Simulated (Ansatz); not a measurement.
Gas-phase reaction R1 → 3 P1, each structure at its B3LYP-D3(BJ)/def2-TZVP stationary point, reached from a drawn start (curvature not checked).
R1, O3 (SMILES O=[O+][O-]) (charge 0, multiplicity 1, Z-matrix in Å and degrees):
```
O
O 1 1.2535
O 1 1.2535 2 118.29
```
P1: O atom, charge 0, multiplicity 3.

```
level                 reaction energy (eV)
--------------------  --------------------
HF/cc-pVDZ                          -2.853
HF/cc-pVTZ                          -2.406
SVWN5/def2-TZVPP                    10.489
BLYP/def2-TZVPP                      7.331
r2SCAN/def2-TZVPP                    6.578
B97M-V/def2-TZVPP                    6.300
B3LYP/def2-TZVPP                     6.080
BHLYP/def2-TZVPP                     3.721
CAM-B3LYP/def2-TZVPP                 5.945
wB97X-V/def2-TZVPP                   6.100
wB97M-V/def2-TZVPP                   6.013
MP2/cc-pVDZ                          5.863
MP2/cc-pVQZ                          7.216
SCS-MP2/cc-pVDZ                      5.376
SCS-MP2/cc-pVTZ                      6.384
CCSD/cc-pVDZ                         4.053
CCSD/cc-pVQZ                         4.978
CCSD(T)/cc-pVDZ                      4.846
CCSD(T)/cc-pVTZ                      5.713
CCSD(T)/cc-pVQZ                      6.016
```

P less R. No zero-point or thermal terms; singlets are restricted closed shells; open shells are unrestricted; no spin–orbit coupling.

Correlated levels freeze the cores.

Doubts at one or more of the structures used: other coupled-cluster roots may lie near (CCSD/cc-pVDZ, CCSD/cc-pVQZ, CCSD(T)/cc-pVDZ, CCSD(T)/cc-pVTZ, CCSD(T)/cc-pVQZ).

Codes used: Ansatz (Gaussian basis) for Hartree–Fock, density functionals and correlated methods. All values are computed, each at the level named.

Ansatz is a quantum-chemistry and plane-wave program.
